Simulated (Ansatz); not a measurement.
A run on CH3NSn with other settings.

```yaml
crystal:
  periodic: [false, false, false]
  atoms:
    - {symbol: C, position_ang: [-0.129076, -1.564608, 0.090631]}
    - {symbol: N, position_ang: [-1.054896, -0.896813, -0.065707]}
    - {symbol: Sn, position_ang: [0.866499, 1.136157, 0.007666]}
    - {symbol: H, position_ang: [0.675597, -2.256356, 0.234715]}
    - {symbol: H, position_ang: [-0.011062, 1.665761, -1.424956]}
    - {symbol: H, position_ang: [-0.304960, 1.851958, 1.111450]}
basis:
  gaussian: {orbitals: def2-SVP, final_grid: {core_spheres: 20, valence_spheres: 16, degree: 47}}
hamiltonian: {xc: {name: HF}}
correlation: {method: mp2, electrons: all}
scf: {lower_state_search: full}
output: {forces: true}
```

```sh
$ ansatz run in.yaml --threads 2 --pin off --events-out ev --progress --plain --max-ram 4352MiB
```

Output, abridged:

```
Functional definition: HF
  name "HF"
  cite "Fock, Z. Phys. 61, 126 (1930) doi:10.1007/BF01340294"
  parent pbe
  exchange = exact_x
  correlation = 0
783 factors; integrals over basis functions are off by at most 1.2e-3 eV
mean field evaluation 1: about -8359.1403 eV, gradient 2.6e1 eV
mean field evaluation 2: about -8359.1488 eV, gradient 2.6e1 eV
mean field evaluation 4: about -8361.1012 eV, gradient 2.7e0 eV
mean field evaluation 8: about -8361.1396 eV, gradient 1.6e-4 eV
mean field -8361.13956420 eV, -307.2662116003 hartree, gradient 3.9e-6 eV, S^2 0.000000; 0 other end points of the search recorded, 0 dependent functions left out
reference -8361.13956420 eV, -307.2662116003 hartree; 19, 19 occupied and 50, 50 virtual orbitals, 783 factors
second order -11.29528138 eV of doubles, -0.00000000 eV of singles
the calculation of the forces begins
Total energy: -8372.43484557 eV, -307.6813055347 hartree
Atom 0 at    -0.129076    -1.564608     0.090631 Å, force     2.097477    -1.798217     0.375213 eV/Å
Atom 1 at    -1.054896    -0.896813    -0.065707 Å, force    -2.383971     1.752963    -0.405061 eV/Å
Atom 2 at     0.866499     1.136157     0.007666 Å, force    -0.069968     0.316881    -0.031307 eV/Å
Atom 3 at     0.675597    -2.256356     0.234715 Å, force     0.213879    -0.186486     0.038447 eV/Å
Atom 4 at    -0.011062     1.665761    -1.424956 Å, force     0.062369    -0.036925     0.088110 eV/Å
Atom 5 at    -0.304960     1.851958     1.111450 Å, force     0.080213    -0.048215    -0.065402 eV/Å
Dipole moment:     0.362729    -0.605552     0.086508 e Å
```

It took 1.1 s on 2 threads of an Arm Neoverse V1 on a shared host, with 0.13 GiB of host memory at the peak.
